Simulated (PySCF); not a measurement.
From one molecule to another.

First species: BCl₂F.
SMILES: `FB(Cl)Cl`

Second species: Sn(CCH)4, C8H4Sn.
SMILES: `C#[C][Sn]([C]#C)([C]#C)[C]#C`

Levels: wB97X-D/def2-SVPD for dipole moment, HOMO energy, LUMO energy, HOMO–LUMO gap and static isotropic polarisability; TDDFT wB97X-D/def2-SVPD for lowest singlet excitation; TDA wB97X-D/def2-SVPD for lowest triplet excitation (Tamm–Dancoff); PBE0-D3(BJ)/def2-SVP for rotational constant A and rotational constant C. Geometries: PBE0-D3(BJ)/def2-SVP. Each species is one conformer at its optimised geometry, gas phase (atoms past krypton carry core potentials, spin–orbit coupling is left out). Electronic properties by PySCF.

Question: Which of the two has the higher LUMO energy, and by how much?

Answer: The second: 1.09 eV against 0.69 eV, a difference of 0.40 eV.

Question: Which has the higher rotational constant C?

Answer: The first: 2.169 GHz against 0.939 GHz, a difference of 1.230 GHz.

Question: Which has the higher T1 energy?

Answer: The first: 6.66 eV against 5.08 eV, a difference of 1.58 eV.

Question: Which has the higher HOMO energy?

Answer: The second: -10.21 eV against -11.42 eV, a difference of 1.21 eV.

Question: Which of the two has the higher dipole moment, and by how much?

Answer: The first: 0.23 D against 0.02 D, a difference of 0.21 D.

Question: Which has the higher S1 energy?

Answer: The first: 6.81 eV against 6.07 eV, a difference of 0.74 eV.

Question: Which of the two has the higher rotational constant A, and by how much?

Answer: The first: 7.071 GHz against 0.946 GHz, a difference of 6.125 GHz.

Question: Which has the higher HOMO–LUMO gap?

Answer: The first: 12.11 eV against 11.30 eV, a difference of 0.81 eV.

On the first: The 10 singlets span 6.81 to 9.88 eV, and their oscillator strengths add up to 0.57. The polarisability is 6.04 Å³ as a volume (1 au = 0.148185 Å³), or 0.85 au for each of the 48 electrons.

On the second: The principal polarisabilities are 118.8, 119.2 and 119.5 au; their mean is the isotropic value. No computed singlet falls in the visible range (750 to 380 nm, 1.65 to 3.26 eV); S1 lies 2.81 eV above its blue end. Atoms past krypton carry effective core potentials; spin–orbit coupling is left out.
